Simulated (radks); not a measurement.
The numbers below are computed, except where a source is named.
Zn11+, 19 electrons, occupied as [Ar] 4d1 (not the ground configuration). Level of theory: scalar-relativistic Kohn-Sham, SCAN, spin-unpolarised, spherical densities, finite nucleus; meta-GGA in the generalised Kohn-Sham scheme; Fermi nuclear charge, rms radius 3.9283 fm (a radial shooting solver on a logarithmic mesh with Libxc functionals).

Normalised radial functions P(r) = r R(r), r in bohr:

```
   r/bohr * 2s, o 4d (the largest magnitude, 2.2, reaches the edge; | marks zero, & curves that meet)
 0.002442                             o  *
 0.003129                             o   *
 0.004042                             o    *
 0.005179                             o     *
 0.006637                             o      *
 0.008573                             o       *
  0.01099                             o         *
  0.01408                             o          *
  0.01819                             o            *
   0.0233                             o            *
  0.02986                             o            *
  0.03858                             o          *
  0.04943                             o       *
  0.06335                             o *
  0.08183                       *     |o
   0.1049              *              |o
   0.1344      *                      | o
   0.1736  *                          |   o
   0.2224   *                         |    o
    0.285        *                    |      o
   0.3682                *            |      o
   0.4718                       *     |     o
   0.6046                           * |  o
    0.781                          o  *
    1.001                    o        *
    1.283                 o           *
    1.657                   o         *
    2.123                       o     *
    2.721                           o *
    3.514                             &
    4.504                             &
```

2s: eigenvalue -1521.7 eV, 1 radial node at r = 0.0676 bohr, <r> = 0.225 bohr, 90 % of the charge inside 0.347 bohr. 4d: eigenvalue -141.55 eV, 1 radial node at r = 0.687 bohr, <r> = 1.41 bohr, 90 % of the charge inside 2.04 bohr.
